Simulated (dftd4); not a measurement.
OSn, charge -1, doublet, at a GFN2-xTB geometry (such geometries of metal compounds can be far from the true shape) (a state made from the parent by changing its charge; the spin is typed, not shown lowest); D4 for tpss (dftd4).

Here is a job for dftd4.
```
$ dftd4 mol.xyz --func tpss --charge -1 --json dftd4.json --noedisp

# file mol.xyz
2

Sn    -0.00000000    -0.00000000    -0.26680008
O      0.00000000     0.00000000     1.66750052
```

Output, abridged:

```
                    ____  _____ _____     ____  _  _
      -------------|  _ \|  ___|_   _|---|  _ \| || |------------
     |             | | | | |_    | | ___ | | | | || |_           |
     |             | |_| |  _|   | ||___|| |_| |__   _|          |
     |             |____/|_|     |_|     |____/   |_|            |
     |             ===================================           |
     |            E. Caldeweyher, S. Ehlert & S. Grimme          |
     |          Mulliken Center for Theoretical Chemistry        |
     |                    University of Bonn                     |
      -----------------------------------------------------------

Rational (Becke-Johnson) damping: tpss-D4-ATM
---------------------
  s6         1.0000
  s8         1.7660
  s9         1.0000
  a1         0.4282
  a2         4.5426
 alp        16.0000
--------------------

Dispersion energy:      -1.6330486188324E-03 Eh

[Info] JSON dump of results written to 'dftd4.json'
```
